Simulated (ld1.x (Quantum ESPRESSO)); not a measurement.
**cadmium (Cd): excitation energies, all-electron against TM**

```json
{
  "Element": "Cd (Z = 48)",
  "Generator": "ld1.x (Quantum ESPRESSO) 7.5",
  "Type": "norm-conserving Troullier–Martins (Kleinman–Bylander form)",
  "Functional": "PBE",
  "Relativity": "scalar-relativistic",
  "Frozen core": "[Kr]",
  "Valence charge": "12",
  "Reference configuration": "4d9 5s0 5p0 (charge +3)",
  "Partial waves": "5s (bound, empty): rc 2.00 bohr; 5p (bound, empty): rc 1.70 bohr; 4d (bound): rc 0.95 bohr",
  "Local potential": "all-electron potential smoothed inside 1.15 bohr (lloc = -1)",
  "Core correction": "none"
}
```

Energies are relative to the spin-unpolarised reference configuration 4d9 5s0 5p0; without spin polarisation the order of configurations can differ from experiment.

```csv
valence configuration,charge,ΔE all-electron (eV),error AE − PS (meV)
4d10 5s2 5p0,0,-64.407,+277
4d10 5s0 5p0,+2,-38.009,-38
4d9 5s2 5p1,0,-51.761,+216
4d9 5s2 5p0,+1,-46.433,+164
4d10 5s0 5p2,0,-54.737,+7.5
```

(1) What are ΔE and the potential's error for 4d10 5s1 5p0?

(2) What are ΔE and the potential's error for 4d10 5s1 5p1?

Levels in the configuration 4d10 5s2 5p0:

```
level  all-electron (eV)  pseudo (eV)
   4d            -11.733      -11.762
   5s             -5.659       -5.788
```

Note: ghost states, extra bound levels that the all-electron valence spectrum of the same l lacks: s at -267.7 eV, p at -72.1 eV. A true bound ghost makes a file unfit for plane-wave use.

Results:

(1) ΔE = -55.135 eV all-electron; the error (AE − PS) is +123 meV.

(2) ΔE = -59.742 eV all-electron; the error (AE − PS) is +141 meV.
